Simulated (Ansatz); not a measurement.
The same molecule with X = B, Al, Ga, In. Ansatz, PBE0-D4/def2-TZVP geometries, multiplicity 1. Each molecule was computed in one conformer, which needn't be the lowest.

Elements past krypton have def2 core potentials. Scalar relativity is left out up to krypton.

```tsv
X	molecule	mean X–Cl bond length / Å	mean X–Se bond length / Å	zero-point energy (PBE0-D4/def2-TZVP) / kJ/mol	ideal-gas entropy at 298 K and 1 bar (rigid rotor, harmonic PBE0-D4/def2-TZVP) / J/(mol·K)	LUMO energy (B3LYP/def2-TZVPP) / eV
B	`ClB(Cl)[SeH]`	1.745	1.927	39.7	324	-1.59
Ga	`[Cl][Ga]([Cl])[SeH]`	2.126	2.299	28.8	364	-1.98
In	`[Cl][In]([Cl])[SeH]`	2.309	2.472	27.0	379	-2.80
```

Q: Give the row for X = Al, `[Cl][Al]([Cl])[SeH]`. (An estimate is asked.)

A: Ansatz gave: 
| X | molecule | mean X–Cl bond length / Å | mean X–Se bond length / Å | zero-point energy (PBE0-D4/def2-TZVP) / kJ/mol | ideal-gas entropy at 298 K and 1 bar (rigid rotor, harmonic PBE0-D4/def2-TZVP) / J/(mol·K) | LUMO energy (B3LYP/def2-TZVPP) / eV |
| --- | --- | --- | --- | --- | --- | --- |
| Al | `[Cl][Al]([Cl])[SeH]` | 2.079 | 2.290 | 30.9 | 352 | -1.36 |

From B to In the mean X–Cl bond length rises at each step, by 0.564 Å in all; the mean X–Se bond length rises at each step, by 0.545 Å in all; the zero-point energy (PBE0-D4/def2-TZVP) falls at each step, by 12.7 kJ/mol in all; the ideal-gas entropy at 298 K and 1 bar (rigid rotor, harmonic PBE0-D4/def2-TZVP) rises at each step, by 55 J/(mol·K) in all; the LUMO energy (B3LYP/def2-TZVPP) isn't monotonic: highest at Al, lowest at In. Bonds lengthen as the atom grows down the group.

B3LYP here is the variant with VWN-RPA as its local correlation; programs differ in this.
